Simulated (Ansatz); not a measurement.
Ansatz (a program for electronic structure) input:

Ansatz 0.2 input:
```yaml
crystal:
  periodic: [false, false, false]
  atoms:
    - {symbol: Si, position_ang: [-0.46528769, -0.09058400, -0.06054886]}
    - {symbol: P, position_ang: [1.61803653, -0.35366998, -0.50414327]}
    - {symbol: H, position_ang: [-1.26465181, -1.01365626, -0.87923942]}
    - {symbol: H, position_ang: [-1.03833096, 1.25353483, -0.31526916]}
    - {symbol: H, position_ang: [-0.88712954, -0.34360673, 1.33852994]}
    - {symbol: H, position_ang: [2.02184689, 0.59868781, 0.37500461]}
basis:
  gaussian:
    orbitals: def2-TZVP
hamiltonian:
  xc: b3lyp
  dispersion: d3bj
total_charge: -1
relax: {f_tol: 0.002, max_steps: 150}
```

Problem. What final total energy does it print?

Solution. -633.34066 Eh (B3LYP-D3(BJ)/def2-TZVP). The basis has 98 functions.

It need not be the lowest isomer of its formula. Whether it binds its extra electron was not tested at this geometry.
